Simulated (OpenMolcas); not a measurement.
## Sr: CASPT2 settings compared

- Program: OpenMolcas 26.06
- Basis: ANO-RCC-VDZ [6s5p1d]
- Scalar Hamiltonian: DKH3, point nucleus
- Active space: 2 electrons in 4 orbitals (5s 5p)
- State averaging: 2S+1 = 3 even, 3 roots (0 in the spin-orbit step); 2S+1 = 1 even, 1 root kept (CI in the orbitals of an earlier block); 2S+1 = 3 odd, 3 roots; 2S+1 = 1 odd, 3 roots kept (CI in the orbitals of an earlier block)
- Spin-orbit coupling: state interaction with AMFI integrals over the reference wave functions, term energies averaged over their components

Methods on the same reference wave functions:
A. CASSCF
B. SS-CASPT2, IPEA 0.6 Eh, no level shift (closed shells correlated: 3d 4s 4p)
C. SS-CASPT2, IPEA 0.15 Eh, sigma2 regulariser 0.5 Eh (closed shells correlated: 3d 4s 4p)
D. SS-CASPT2, IPEA 0.35 Eh, imaginary shift 0.4 Eh (closed shells correlated: 4s 4p)

Energies in eV above 5s2 1S0, the measured ground level; measured values from NIST Handbook of Basic Atomic Spectroscopic Data.

```csv
Level,A,B,C,D,Measured
5s2 1S0,0.0000,0.0000,0.0000,0.0000,0.0000
5s 5p 3P* 0,1.5970,1.656,1.657,1.655,1.7751
5s 5p 3P* 1,1.6138,1.672,1.674,1.672,1.7983
5s 5p 3P* 2,1.6483,1.707,1.708,1.707,1.8472
```

Deviations, from unrounded energies. A percentage is the sum of absolute deviations over the sum of measured energies, with the sign that they share, or ± where signs differ.

```tsv
Against measurement	Levels	A	B	C	D
mean absolute deviation (cm-1)	3	1500	1000	1000	1000
other configurations (%)	3	-10.4	-7.1	-7.0	-7.1
```

B, C, D lie about equally close to measurement and A furthest from it. The largest miss of C in the table is 5s 5p 3P* 2, by -1100 cm-1. The ranking rests on the paired levels alone, and a cruder setting can come out closer through cancelling errors.

Among B to D the level of the table that moves most is 5s 5p 3P* 0, by 15 cm-1 (lowest in D, highest in C).

The lowest spin-free term lies below A's lowest term by 0.015 hartree in B, 0.015 hartree in C, 0.015 hartree in D.

Some high roots are left out of the spin-orbit mixing, which shifts the levels that they would mix with. Terms from blocks run as CI alone lack orbitals of their own. Without dynamic correlation excited terms often stand tens of per cent too high (terms of higher spin than the ground term too low), and those without a measured partner can miss by more than the paired ones (holds for A). Computed and measured levels are paired by configuration, term and J; levels that our copy of the source lacks, or whose pairing is in doubt (as where it misses far off the trend of its configuration), stay unpaired and out of the deviations. Levels of configurations outside the active space are missing. The table leaves out levels that lie high or whose names do not pair safely across all columns.

* marks odd parity.
